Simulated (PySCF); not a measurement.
# Electron correlation in Cd(2+) (cadmium, charge +2)

[Kr] 4d9 5p1, one real determinant (an excited configuration). Calculation: PySCF 2.14, in def2-TZVPPD with the def2 core potential (28 electrons); scalar relativity through the core potential. Frozen: nothing; 18 electrons correlated.

```json
{"level": "CCSD", "correlation energy (mhartree)": "-565.96"}
{"level": "(T)", "correlation energy (mhartree)": "-12.04"}
{"level": "CCSD(T)", "correlation energy (mhartree)": "-578.00"}
```

Diagnostics: T1 = 0.0065, D1 = 0.0328, largest double amplitude 0.030.

The real determinant used has ⟨L²⟩ near 8 against 12 for a pure F term, so it mixes terms.

Cost of the coupled-cluster step: roughly 16 core-seconds, for 18 correlated electrons.

The reference is one real determinant that mixes LS terms of this configuration.

The basis has no tight functions for the innermost shells, so their pair energies are far from complete.

This basis was not built for core-valence correlation, so the inner-shell part is incomplete.
